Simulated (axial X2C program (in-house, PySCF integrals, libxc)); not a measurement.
**ClWCl⁻: properties at the nuclei**

Computed with an axial X2C code built on PySCF integrals: two-component X2C with atomic mean-field Coulomb and Gaunt terms, Gaussian nuclei, basis Cl dyall-av3z, W dyall-v3z with contracted cores.

Cl–W–Cl held linear, with bonds 2.408 and 2.408 Å (near the PBE0 minimum at charge -1 of the determinant lowest at the starting distance; the state shown can have its own minimum elsewhere, held linear; other orders of the atoms were not compared).

Determinant lowest in the PBE0 search, Ω = 5/2 (⟨Sz⟩ = 2.43, ⟨Lz⟩ = 0.07 at PBE0), spin on the atoms Cl -0.02, W 2.47, Cl -0.02:

```tsv
level	A∥/gI Cl (MHz)	qzz Cl (a.u.)	A∥/gI W (MHz)	qzz W (a.u.)
PBE0	-2.89	0.86	1410	-5.35
HF	-8.31	0.65	978	-6.89
PBE	-2.22	0.86	1490	-4.74
```

Determinant 0.44 eV from it at PBE0 and this distance, Ω = 1/2 (⟨Sz⟩ = 1.48, ⟨Lz⟩ = -0.98 at PBE0), spin on the atoms Cl 0.03, W 1.41, Cl 0.03:

```tsv
level	A∥/gI Cl (MHz)	qzz Cl (a.u.)	A∥/gI W (MHz)	qzz W (a.u.)
PBE0	-150	0.79	-1710	-4.39
HF	-177	0.69	-1520	-7.00
PBE	-163	0.75	-1470	-3.41
```

A∥ (defined per Ω) follows by multiplying with gI = μI/(I μN); qzz is the electric field gradient, eQq0 = 234.96 MHz × Q/barn × qzz. The operators were transformed with the bare-nucleus X2C matrices; with these basis sets, hyperfine constants and field gradients can be off by tens of per cent, and where levels differ in sign neither size nor sign is settled.

**Question.** With Q(35Cl) = -0.08112 barn, gI(183W) = 0.2356 (g factors from the IAEA table of nuclear moments by Stone; Q from Pyykkö, Mol. Phys. 2018), turn the PBE0 values of the first state into constants in MHz.

**Answer.** eQq0(35Cl) = 234.96 × (-0.08112) × (0.86) = -16.4 MHz; A∥(183W) = 1410 × 0.2356 = 332 MHz.

The molecule was held linear; bending was not examined, so a bent shape may lie lower.

Each state is one determinant with collinear spin, which with several unpaired electrons need not be a pure state. Unrestricted Hartree–Fock can overshoot spin polarisation at the nuclei. For an anion, determinants above electron detachment, or with a positive highest level, are held by the basis set. This is the top spin component of a Σ state; components of lower Ω are not single determinants and can lie lower. With several open shells hyperfine constants can be off by a factor of several. States lie within half an eV, so the first need not be the ground state. Where a field gradient or hyperfine factor spreads by more than a factor of two over the levels, a constant derived from it is not to be relied on. PBE0 term energies can be off by some tenths of an eV.
